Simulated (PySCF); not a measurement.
1,3-oxasiletane-2,4-dione (C2H2O3Si), SMILES O=C1[SiH2]C(O1)=O.

Geometry optimised at TPSSh-D3(BJ)/def2-SVP.

Level of theory: PySCF 2.14.0 with TPSSh-D3(BJ)/def2-SVP.

Frequencies are harmonic and unscaled.

```tsv
mode	ν (cm⁻¹)	IR (km/mol)	Raman (Å⁴/amu)	depolarisation	moving atoms (share of kinetic energy)
1	130	1.1	0.0	–	O 97 %
2	330	24.9	1.7	0.75	H 63 %, C 21 %, O 13 %
3	340	8.0	5.3	0.32	O 75 %, Si 23 %
4	387	0.7	10.3	0.75	O 41 %, Si 35 %, H 12 %, C 11 %
5	399	0.0	9.2	0.75	H 49 %, C 38 %, O 13 %
6	541	1.9	5.8	0.70	O 48 %, C 30 %, Si 21 %
7	634	5.8	11.0	0.75	H 50 %, C 40 %
8	637	0.3	24.1	0.08	O 52 %, C 23 %, Si 21 %
9	676	7.1	1.5	0.75	C 54 %, H 24 %, Si 11 %, O 10 %
10	687	0.0	5.7	0.75	H 49 %, C 47 %
11	785	10.2	0.4	0.75	O 72 %, C 20 %
12	839	398.3	3.7	0.75	C 35 %, H 29 %, O 27 %, Si 9 %
13	932	114.6	10.3	0.75	H 94 %
14	1117	140.4	1.1	0.75	C 58 %, O 41 %
15	1873	584.3	2.9	0.75	C 59 %, O 41 %
16	1956	81.3	25.3	0.75	C 64 %, O 35 %
17	2288	35.8	214.6	0.09	H 98 %
18	2309	60.8	88.9	0.75	H 95 %
```
